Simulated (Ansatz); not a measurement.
One change: `[BH2][InH][F]` becomes `[F][InH][SeH]`.

Ansatz, PBE0-D4/def2-TZVP geometries, multiplicity 1. Each molecule was computed in one conformer, which needn't be the lowest.

Elements past krypton have def2 core potentials. Scalar relativity is left out up to krypton.

```tsv
property	`[BH2][InH][F]`
HOMO–LUMO gap (B3LYP/def2-TZVPP) / eV	4.64
HOMO energy (PBE/def2-TZVPP) / eV	-6.64
LUMO energy (ωB97M-V/def2-TZVPP) / eV	-0.88
HOMO–LUMO gap (PBE/def2-TZVPP) / eV	2.81
HOMO–LUMO gap (ωB97M-V/def2-TZVPP) / eV	9.11
HOMO–LUMO gap (PBE0/def2-TZVPP) / eV	5.05
```

Task: Give the same properties after the change, and the shifts. (Estimate.)

Result: The calculation gave: 
| property | `[F][InH][SeH]` | shift |
| --- | --- | --- |
| HOMO–LUMO gap (B3LYP/def2-TZVPP) / eV | 5.44 | 0.80 |
| HOMO energy (PBE/def2-TZVPP) / eV | -6.40 | 0.24 |
| LUMO energy (ωB97M-V/def2-TZVPP) / eV | -0.08 | 0.80 |
| HOMO–LUMO gap (PBE/def2-TZVPP) / eV | 4.10 | 1.29 |
| HOMO–LUMO gap (ωB97M-V/def2-TZVPP) / eV | 9.57 | 0.46 |
| HOMO–LUMO gap (PBE0/def2-TZVPP) / eV | 5.94 | 0.89 |

With PBE0 the HOMO rises by 0.35 eV and the LUMO rises by 1.24 eV, so the gap widens by about 0.89 eV. PBE moves the HOMO by 0.24 eV and ωB97M-V by 0.34 eV. The zero-point energy changes by -29.6 kJ/mol with -3 modes.

B3LYP here is the variant with VWN-RPA as its local correlation; programs differ in this.

Spin–orbit coupling is left out; it splits and shifts lone-pair levels of the heavy atoms by tenths of an eV.
